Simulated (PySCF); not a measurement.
Input for PySCF: R-B3LYP/LANL2DZ on AlAsH4 (SMILES [AlH2][AsH2]), a point of a torsion scan.

```python
from pyscf import gto, scf, dft, mp
from pyscf.data.elements import chemcore

mol = gto.M(
    atom='''
    Al   -0.89461425   -0.04811636   -0.15221171
    As    1.43317821   -0.10427057   -0.73542262
    H    -1.97842705   -1.13788120   -0.40790461
    H    -1.53216244    1.10802394    0.68060430
    H     1.49222579    0.76735305    0.50835157
    H     1.41934651   -1.32009195    0.17807190
    ''',
    basis='lanl2dz',
    ecp={'Al': 'lanl2dz', 'As': 'lanl2dz'},
    charge=0, spin=0, verbose=3, max_memory=1800)
mf = dft.RKS(mol, xc='b3lyp')
mf.conv_tol = 1e-8
mf.max_cycle = 100
mf.kernel()
if not mf.converged:
    mf = mf.newton().run(mf.mo_coeff, mf.mo_occ)
```

It printed:

```
converged SCF energy = -10.4803694326271
```

The calculation finished and met its thresholds.

Cost: around 1.7 core-seconds (rough).
